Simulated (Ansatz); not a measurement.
Start from `[NH2][Ta]([F])([F])=[S]` and change one atom or group to get `[NH2][Ta]([NH2])([F])=[S]`.

Ansatz, PBE0-D4/def2-TZVP geometries, multiplicity 1. Each molecule was computed in one conformer, which needn't be the lowest.

Elements past krypton have def2 core potentials.

| property | `[NH2][Ta]([F])([F])=[S]` |
| --- | --- |
| HOMO–LUMO gap (PBE0/def2-TZVPP) / eV | 5.95 |
| ideal-gas entropy at 298 K and 1 bar (rigid rotor, harmonic PBE0-D4/def2-TZVP) / J/(mol·K) | 359 |
| size of the dipole moment (ωB97M-V/def2-TZVPP) / D | 3.77 |
| HOMO energy (PBE0/def2-TZVPP) / eV | -7.82 |
| HOMO–LUMO gap (ωB97M-V/def2-TZVPP) / eV | 10.16 |
| LUMO energy (B3LYP/def2-TZVPP) / eV | -2.07 |

(1) What does the change do to each property? (Best estimate.)

## Answers

(1) The calculation gave: 
| property | `[NH2][Ta]([NH2])([F])=[S]` | shift |
| --- | --- | --- |
| HOMO–LUMO gap (PBE0/def2-TZVPP) / eV | 6.20 | 0.25 |
| ideal-gas entropy at 298 K and 1 bar (rigid rotor, harmonic PBE0-D4/def2-TZVP) / J/(mol·K) | 374 | 15 |
| size of the dipole moment (ωB97M-V/def2-TZVPP) / D | 4.58 | 0.81 |
| HOMO energy (PBE0/def2-TZVPP) / eV | -7.42 | 0.40 |
| HOMO–LUMO gap (ωB97M-V/def2-TZVPP) / eV | 10.37 | 0.21 |
| LUMO energy (B3LYP/def2-TZVPP) / eV | -1.41 | 0.66 |

With PBE0 the HOMO rises by 0.40 eV and the LUMO rises by 0.65 eV, so the gap widens by about 0.25 eV. PBE moves the HOMO by 0.37 eV and ωB97M-V by 0.38 eV. The zero-point energy changes by 59.6 kJ/mol with +6 modes. Dipoles are sizes alone; their direction can turn.

Positive LUMOs are unbound, so they and the gaps depend on the basis.

B3LYP here is the variant with VWN-RPA as its local correlation; programs differ in this.
